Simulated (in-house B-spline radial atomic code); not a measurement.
Values are calculated unless marked as measured or tabulated.
# Light and heavy implants in Si at 60 keV

The pair potential comes from two frozen, spherical free-atom densities (PBE, B-spline radial code, scalar-relativistic past argon): electrostatics plus the change in Thomas-Fermi kinetic and Dirac exchange energy where they overlap, the recipe behind the universal ZBL potential, which averages such potentials (from solid-state densities) over many pairs. It is written V = (Z1 Z2 e²/r) φ(r/a), with e² = 14.3996 eV·Å and a = 0.46850 Å/(Z1^0.23 + Z2^0.23); ZBL's fit is φ = 0.18175 e^(−3.1998x) + 0.50986 e^(−0.94229x) + 0.28022 e^(−0.4029x) + 0.02817 e^(−0.20162x). Where φ falls below 4e-4 it is continued as an exponential.

The target, Si, is taken as amorphous, density 2.329 g/cm³ (NSM archive of the Ioffe Institute); nuclear stopping from classical scattering on these potentials, electronic stopping by Lindhard and Scharff, compounds by atom fraction, projected range from N (S_n + S_e) dR_p/dE = 1 − N S_n (M2/M1) R_p/(2E), which runs up to 8 % short of the full integral equation; no channelling. Lindhard and Scharff's S_e can be off by tens of per cent.

```
ion  mass (u)  N S_n (eV/nm)  N S_e (eV/nm)  S_n = S_e at (keV)  path (nm)  projected range (nm)
 Si     28.09            358            216                 110        115                    80
 Cl     35.45            510            218                 170       92.1                  66.4
 Ar     39.95            577            213                 210       85.6                    63
 Zn     65.38           1150            224                 570       55.6                  43.5
 As     74.92           1290            220                 730       51.9                  41.5
 Sn    118.71           1890            215                1700       41.1                  34.8
```

**Question.** How do the nuclear share and the range change from the lightest ion to the heaviest?

**Answer.** The nuclear share goes from 62 % for Si to 90 % for Sn, and the projected range from 80 to 34.8 nm, a factor of 2.3. S_e changes by a factor of 1.00, since the heavy ion is slower but has the larger Z1, while S_n grows 5-fold. The heavy ion also keeps its direction better: R_p is 0.85 of the path, against 0.70.

**Question.** With a displacement energy of 15 eV taken for illustration, how many displacements per nanometre does Si start at entry, by the rule 0.8 E_damage/(2 E_d)?

**Answer.** Taking all nuclear loss as damage energy, an upper bound, 0.8 × 358/(2 × 15) = 9.55 per nm.
